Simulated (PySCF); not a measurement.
Structure with atom numbers: `[CH2:1]=[CH:2][C@@:3]([SiH3:4])([C:5]#[N:6])[C@H:7]([SiH3:8])[Cl:9]` (H(Xn): hydrogen on atom n). Ha(C1) is cis to C3; Hb(C1) is trans to C3.

Non-relativistic, fast rotation and ring inversion assumed for equivalent nuclei, no solvent, single conformer. σ from GIAO-PBE0/pcSseg-1; structure optimised with GFN2-xTB; PySCF 2.14.0 with density-fitted response routines.

δ = σ(ref) − σ, references computed at the same level: 13C vs TMS.

Do the 13C shifts follow the atomic charges (in e)? Tabulate both.

Answers


| atoms | hybridisation | δ (ppm) | σ para (ppm) | Hirshfeld | IAO | Mulliken | ESP-fitted |
| --- | --- | --- | --- | --- | --- | --- | --- |
| C2 | sp2 | 142.5 | -210 | -0.04 | -0.14 | -0.11 | -0.11 |
| C5 | sp | 124.8 | -200 | +0.09 | +0.13 | +0.17 | +0.58 |
| C1 | sp2 | 123.4 | -190 | -0.09 | -0.31 | -0.10 | -0.43 |
| C7 | sp3 | 51.4 | -114 | -0.07 | -0.35 | -0.40 | -0.50 |
| C3 | sp3 | 32.9 | -98 | -0.05 | -0.26 | -0.66 | -0.20 |

Correlation coefficients of δ with charge over these carbons: Hirshfeld +0.32, IAO +0.51, Mulliken +0.89, ESP-fitted +0.41; with the paramagnetic shielding -1.00. With so few points, grouped by hybridisation, these coefficients are fragile. Charge is one influence among several: hybridisation and low-lying excitations act through the paramagnetic term.

Carbons that carry Cl, above all several Cl atoms, come out too deshielded, partly because spin–orbit coupling is missing. Shifts are as computed. Against solution values, carbons near 30 ppm lie about +3 ppm off and those near 130 ppm about +5 ppm; carbons on Cl a further +6 ppm. Of 1309 compounds with measured shifts, 239 miss one by over three times the rms of a fit or turn the order of signals round; such compounds aren't used in these exercises.
